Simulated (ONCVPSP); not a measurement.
# What one change does to a pseudopotential (hafnium (Hf), ONCV)

- Element: Hf (Z = 72)
- Generator: ONCVPSP 4.0.1
- Type: optimised norm-conserving Vanderbilt (ONCV)
- Functional: LDA (Perdew-Wang 92)
- Relativity: non-relativistic
- Frozen core: [Kr] 4d10 4f14
- Valence charge: 12
- Reference configuration: 5s2 5p6 5d2 6s1 (charge +1)
- Partial waves: 5s+6s: rc 2.35 bohr, ncon 3, nbas 7, qcut 5.4 1/bohr, 2 projectors; 5p: rc 2.25 bohr, ncon 4, nbas 9, qcut 5.4 1/bohr, 2 projectors, debl 3.1 Ha; 5d: rc 3.00 bohr, ncon 3, nbas 8, qcut 4.1 1/bohr, 2 projectors, debl 2.5 Ha
- Local potential: polynomial inside 1.80 bohr (lpopt 5, dvloc0 6 Ha)
- Core correction: Teter function, fcfact 5.75, rcfact 1.5

Change: core correction none.

Cutoffs: the cutoffs (Ha) at which the residual kinetic energy of the hardest occupied pseudo-wave falls to 1 and 0.1 mHa per electron; they do not see the model core or the augmentation charge, which bear on the density cutoff. Errors are all-electron minus pseudo energies relative to the spin-unpolarised reference configuration.

Q: Predict the effect on cutoff, ghosts and configuration errors.

A: The potential gets neither clearly harder nor softer (9.6 Ha and 11 Ha → 9.6 Ha and 11 Ha); of the 4 tests that both files solve, the error grows in 2 and shrinks in 2 by more than 15 % and 0.3 meV (median size 11.4 → 12.6 meV); neither file shows a bound ghost.

```tsv
quantity	base	changed
cutoff, loose	9.6 Ha	9.6 Ha
cutoff, tight	11 Ha	11 Ha
bound ghosts	none	none
GHOST(+) flags under 300 eV	none	none
error for 5s2 5p6 5d2 6s2, meV [ΔE -7.26 eV]	-1.4	-0.7
error for 5s2 5p6 5d2 6s0, meV [ΔE 13.09 eV]	-4.5	-2.9
error for 5s2 5p6 5d1 6s0, meV [ΔE 35.86 eV]	+79	+93
error for 5s2 5p6 5d3 6s1, meV [ΔE -6.27 eV]	+18	+22
s: phases at 2.39 bohr within 0.05 rad from the reference energy up to (Ha; the scan ends near 5)	3.3	3.3
p: phases at 2.29 bohr within 0.05 rad from the reference energy up to (Ha; the scan ends near 5)	to the end of the scan	to the end of the scan
d: phases at 3.05 bohr within 0.05 rad from the reference energy up to (Ha; the scan ends near 5)	0.3	0.3
```
